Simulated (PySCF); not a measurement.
Species: C7H8NP.
Cartesian coordinates in Å at the GFN2-xTB level; atoms count from 1:
```xyz
17
C7H8NP angstrom
C      2.6354   -1.3783   -0.0124
C      1.7244   -0.8008   -0.5300
C      0.6021   -0.0700   -1.0976
N     -0.0693    0.7257   -0.0948
C      0.1047    2.0644    0.0191
P     -0.7630    2.7714    1.3153
C     -1.3621    1.1667    1.7088
C     -0.8895    0.2064    0.8605
C     -1.1920   -1.2530    0.8992
H      3.4428   -1.8924    0.4169
H      0.9690    0.5964   -1.8851
H     -0.1063   -0.7799   -1.5412
H      0.7446    2.5696   -0.6831
H     -2.0278    0.9616    2.5276
H     -0.2739   -1.8390    0.9494
H     -1.7971   -1.4736    1.7738
H     -1.7490   -1.5631    0.0131
```

NICS = −σ at a ghost point: NICS(0) at the centroid of the ring atoms, NICS(1) 1 Å to either side along the normal of their mean plane, zz for the tensor component along that normal. Level: GIAO PBE0/pcSseg-1 (PySCF, non-relativistic, gas phase) on the GFN2-xTB geometry, one conformer.

Ring bond lengths (Å), with Mayer bond orders in brackets: N4–C5 1.355 (1.20), C5–P6 1.713 (1.46), P6–C7 1.757 (1.23), C7–C8 1.366 (1.50), C8–N4 1.362 (1.06).

Question: Give the NICS values of each ring in ppm.

Answer: 
| ring | type | NICS(0) | NICS(1), two faces | NICS(1)zz, two faces | rms pucker (Å) | centre to ring atoms, mean (Å) |
| --- | --- | --- | --- | --- | --- | --- |
| N4–C5–P6–C7–C8 | 5-membered ring with N and P; formal bonds all aromatic | -12.7 | -11.0 / -11.2 | -26.9 / -27.5 | 0.00 | 1.28 |

Question: What do they say, and how far can they be read as aromaticity?

Answer: 
- N4–C5–P6–C7–C8: mean NICS(1)zz -27.2 ppm, shielded.

Question: And the bond-length index? HOMA takes Krygowski's 1993 parameters.

Answer: 
- N4–C5–P6–C7–C8: HOMA 0.86; the largest term is that of P6–C7, α(R − Ropt)² = 0.42.

Question: What are the shieldings of the ring atoms and their hydrogens in the same run (means over atoms taken as equivalent)?

Answer: 
```tsv
atoms	environment	σ isotropic (ppm)	principal values of the symmetric part, first atom (ppm)
N4	pyrrole-type nitrogen	67.1	-26.2, 63.8, 163.8
C5	aromatic CH next to a ring nitrogen	26.9	-102.1, 65.7, 117.2
P6	phosphorus bonded to 2 C	202.9	27.0, 107.1, 474.6
C7	aromatic CH carbon	51.7	-53.0, 59.7, 148.3
C8	substituted aromatic carbon	46.1	-38.9, 49.9, 127.3
H13	aromatic hydrogen	23.87	21.2, 23.0, 27.4
H14	aromatic hydrogen	24.63	22.2, 24.3, 27.4
```
